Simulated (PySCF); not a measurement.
## Magnetic susceptibility: `C1[C@]2([C@H](C#C)C2)C[C@H]1C`, C9H12

Molfile (atoms numbered from 1):
```
C9H12
     RDKit          3D

 21 22  0  0  0  0  0  0  0  0999 V2000
    3.6565    0.7564    0.4579 C   0  0  0  0  0  0  0  0  0  0  0  0
    2.7679   -0.0473    0.4723 C   0  0  0  0  0  0  0  0  0  0  0  0
    1.6828   -0.9732    0.4758 C   0  0  2  0  0  0  0  0  0  0  0  0
    1.0674   -1.3910   -0.8418 C   0  0  0  0  0  0  0  0  0  0  0  0
    0.3102   -0.4970    0.0791 C   0  0  2  0  0  0  0  0  0  0  0  0
   -0.1046    0.9413   -0.1742 C   0  0  0  0  0  0  0  0  0  0  0  0
   -1.4237    0.6650    0.5791 C   0  0  1  0  0  0  0  0  0  0  0  0
   -2.6885    0.8520   -0.2378 C   0  0  0  0  0  0  0  0  0  0  0  0
   -0.9916   -0.8011    0.7996 C   0  0  0  0  0  0  0  0  0  0  0  0
    4.4505    1.4412    0.4533 H   0  0  0  0  0  0  0  0  0  0  0  0
    1.7451   -1.7233    1.2574 H   0  0  0  0  0  0  0  0  0  0  0  0
    0.7508   -2.4186   -0.9471 H   0  0  0  0  0  0  0  0  0  0  0  0
    1.4806   -0.9600   -1.7421 H   0  0  0  0  0  0  0  0  0  0  0  0
    0.5454    1.6850    0.2851 H   0  0  0  0  0  0  0  0  0  0  0  0
   -0.2367    1.1899   -1.2266 H   0  0  0  0  0  0  0  0  0  0  0  0
   -1.5011    1.2263    1.5117 H   0  0  0  0  0  0  0  0  0  0  0  0
   -2.8359    1.9042   -0.4730 H   0  0  0  0  0  0  0  0  0  0  0  0
   -3.5560    0.4988    0.3164 H   0  0  0  0  0  0  0  0  0  0  0  0
   -2.6230    0.2949   -1.1699 H   0  0  0  0  0  0  0  0  0  0  0  0
   -1.6226   -1.5308    0.2920 H   0  0  0  0  0  0  0  0  0  0  0  0
   -0.8824   -1.0958    1.8428 H   0  0  0  0  0  0  0  0  0  0  0  0
  1  2  3  0
  2  3  1  0
  3  4  1  0
  5  4  1  6
  5  6  1  0
  6  7  1  0
  7  8  1  0
  7  9  1  0
  5  3  1  0
  9  5  1  0
  1 10  1  0
  3 11  1  1
  4 12  1  0
  4 13  1  0
  6 14  1  0
  6 15  1  0
  7 16  1  1
  8 17  1  0
  8 18  1  0
  8 19  1  0
  9 20  1  0
  9 21  1  0
M  END
```

The calculation used GIAO B3LYP/pcSseg-1 magnetisability, rotational g tensor and spin-rotation constants, non-relativistic, gas phase (PySCF). Geometry: GFN2-xTB.

How diamagnetic is it, and how anisotropic?

Isotropic -1577 × 10⁻³⁰ J/T², or -95.0 × 10⁻⁶ cm³/mol; principal values -1740, -1567, -1423 × 10⁻³⁰ J/T², anisotropy 275 × 10⁻³⁰ J/T² (root of half the summed squared differences of the principal values). The susceptibility is in cgs units.

Split it along the inertial axes a, b, c into diamagnetic and paramagnetic parts about the centre of mass, with the quadrupole moment.


| axis | χ (10⁻⁶ cm³/mol) | diamagnetic (10⁻⁶ cm³/mol) | paramagnetic (10⁻⁶ cm³/mol) | summed x² of all electrons (Å²) | quadrupole Θ (D Å) |
| --- | --- | --- | --- | --- | --- |
| a | -96.7 | -470.8 | 374.1 | 279.8 | -2.92 |
| b | -97.3 | -1351.9 | 1254.5 | 72.1 | +3.23 |
| c | -90.8 | -1492.7 | 1401.9 | 38.9 | -0.31 |

Anisotropies 2χaa − χbb − χcc = -5.2 and 2χbb − χaa − χcc = -7.2 × 10⁻⁶ cm³/mol. Θ is traceless in Buckingham's convention.

And the rotational g tensor?


```csv
axis,rotational constant (GHz),g,nuclear part,electronic part
a,3.6771,-0.0002,0.6461,-0.6463
b,0.9905,-0.0014,0.5824,-0.5838
c,0.8888,-0.0031,0.5822,-0.5854
```
Asymmetric top; isotopes 12C, 1H; no vibrational averaging.
